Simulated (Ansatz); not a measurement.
Compare A (`FC1=N[SiH2]C1`) with its isomer B (`FC1C=N[SiH2]1`).

Calculated with Ansatz (gas phase, PBE0-D4/def2-TZVP geometries, no zero-point term in ΔE). CBS: MP2 limit from def2 TZ/QZ plus the TZ coupled-cluster correction, frozen cores. Functionals use def2-TZVPP. B3LYP here is the variant with VWN-RPA as its local correlation; programs differ in this.

(1) Which isomer does CCSD(T)/CBS put lower? Give the gap. (Best estimate.)

(2) Give E(B) − E(A) in kJ/mol with B3LYP, LDA (SPW92), HF/def2-TZVPP, ωB97M-V, B2PLYP, B3LYP-D4, PBE-D4. (Best estimate.)

(3) Does the order hold for the free energy at 298.15 K (harmonic terms from PBE0-D4)? (An estimate is asked.)

Largest T1 diagnostic: 0.013.

Results:

(1) Ansatz gave: A, by 85.6 kJ/mol.

(2) Ansatz gave: B3LYP 84.9, LDA (SPW92) 100.8, HF/def2-TZVPP 84.2, ωB97M-V 90.0, B2PLYP 87.9, B3LYP-D4 85.2, PBE-D4 91.0. None reverses the order clearly.

(3) Computed: Yes: G(B) − G(A) = +84.3 kJ/mol.

At CCSD(T), def2-SVP lies +3.6 kJ/mol from the extrapolated value and def2-TZVPP +1.5 kJ/mol. Leaving LDA and LC-ωPBE aside and taking each functional with its dispersion term where it has one, the values, not all of them listed here, spread over 14.8 kJ/mol, from BLYP-D4 to r2SCAN0-D4. LDA lies +10.0 kJ/mol from PBE without D4.
